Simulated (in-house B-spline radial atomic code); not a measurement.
Results of a calculation; reference values are marked as such.
## Weak and strong correlation along the adiabatic connection

Two-electron singlets in several external potentials (atomic units), by full CI in B-splines with partial waves to l = 8 (correlation energies up to 0.6 % small). The repulsion is scaled by λ at fixed density; W(λ) is the mean repulsion less the Hartree energy, W(0) = E_x, and the area under W from 0 to 1 is E_xc.

One system gave this curve:

| λ | W (hartree) |
| --- | --- |
| 0 | -0.22726 |
| 0.02 | -0.2293 |
| 0.05 | -0.23221 |
| 0.12 | -0.23831 |
| 0.25 | -0.24761 |
| 0.4 | -0.25587 |
| 0.6 | -0.26407 |
| 0.8 | -0.27015 |
| 1 | -0.27483 |
| 1.4 | -0.28159 |
| 2 | -0.28813 |
| 3 | -0.29466 |
| 4.5 | -0.30026 |
| 7 | -0.30539 |
| 10 | -0.30889 |

(1) Which system is it?
A. −Z/r, Z = 8
B. −Z exp(−kr)/r, Z = 3.44, k = 0.679
C. ω²r²/2, ω = 0.114
D. −Z/r, Z = 1.81, wall at 6.42 bohr

Results:

(1) C. The exchange energy sets the size: ω²r²/2, ω = 0.114: E_x = -0.227, E_c = -0.0301; −Z/r, Z = 8: E_x = -4.78, E_c = -0.0452; −Z exp(−kr)/r, Z = 3.44, k = 0.679: E_x = -1.85, E_c = -0.0441; −Z/r, Z = 1.81, wall at 6.42 bohr: E_x = -0.905, E_c = -0.0416 hartree.
